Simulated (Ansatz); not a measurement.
PBE exchange is replaced step by step with exact exchange (0 % is PBE, 25 % PBE0; no dispersion term), basis def2-TZVP, Ansatz. System: the cluster B₂P₂⁺ (the lowest doublet isomer of a short search). Total charge 1; doublet. Geometry: PBE-D4/def2-TZVP, each spin state at its own.

Geometry of the doublet:

```csv
atom,x (Å),y (Å),z (Å)
B1,-0.609,-0.605,-0.049
B2,0.608,0.606,0.050
P3,-0.985,1.053,-0.776
P4,0.985,-1.054,0.774
```

At PBE-D4/def2-TZVP the gap within one spin of the charge 1 doublet nearly closes, so an electron or hole may be smeared out by delocalisation error. The structure comes from a short search, and lower isomers may exist.

HOMO and LUMO are taken over both spins.

```csv
exact exchange (%),HOMO (eV),LUMO (eV),gap (eV),⟨S²⟩,quartet − doublet (kJ/mol)
0,-11.67,-11.61,0.06,0.763,111.5
5,-11.84,-11.46,0.37,0.766,112.2
15,-12.22,-11.21,1.00,0.773,114.6
25,-12.65,-10.91,1.74,0.778,116.9
35,-13.08,-10.60,2.48,0.783,119.1
50,-13.72,-10.12,3.60,0.790,122.0
```

(1) Fit a straight line to the column «quartet − doublet (kJ/mol)» against the share of exact exchange and predict its value at 10 %.

Answers

(1) With x = exact exchange (%) and y = quartet − doublet (kJ/mol): mean x = 21.67, mean y = 116; Σ(x − x̄)(y − ȳ) = 384.5, Σ(x − x̄)² = 1783; slope b = 0.2156, intercept a = ȳ − b·x̄ = 111.3. The residuals of the fitted rows reach 0.3. At x = 10 the line gives 111.3 + (0.2156 × 10) = 113.5; the run gave 113.3, 0.2 less than the line.
